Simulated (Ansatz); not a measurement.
Coupled-cluster diagnostics for Mg₅H₁₀, Ansatz.

Geometry of the singlet (r2SCAN-D4/def2-SVP):

Cartesian coordinates in Å:
```
Mg 0.7652 2.9023 1.0095
Mg -0.0600 -0.4650 2.0378
Mg 1.2145 -1.5975 -0.3551
Mg -1.4712 -1.7212 -1.7315
Mg 0.0121 0.8387 -1.2606
H 1.2974 4.4054 1.6044
H -2.9941 -2.4873 -1.7892
H -1.2084 -0.7462 3.2714
H -0.9746 -0.0506 -2.4884
H 1.6722 -0.0141 -1.1589
H 0.0568 2.5307 -0.6880
H -0.5815 -0.5958 0.0053
H 0.6824 1.1957 1.6217
H 0.2350 -2.5677 -1.5058
H 1.3542 -1.6274 1.4273
```

Correlated methods freeze 5 core orbitals; core or outer-core shells of Mg are correlated, in sets that lack core-valence functions. Another isomer (singlet) lies 0.20 eV lower at PBE0-D4/def2-TZVP; other spin states weren't run for this one.

**Question.** Estimate the CCSD(T) correlation energy, the shares of MP2 and (T), T1 and the reference's ⟨S²⟩ for: charge 0, singlet, own geometry in def2-SVP; and the rough time on 4 threads of Arm Neoverse V1 on a shared host.

**Answer.** 
```json
{"state": "charge 0, singlet, own geometry", "basis": "def2-SVP", "correlation (eV)": "-10.332", "MP2 share (%)": "78.3", "(T) share (%)": "1.6", "T1": "0.006", "⟨S²⟩ (pure)": "0.00 (0.00)", "wall time": "66 s"}
```
Customary marks for T1 are 0.02 (closed shells), 0.045 (open shells) and about 0.05 (3d metals). T1 stays under 0.02 throughout.
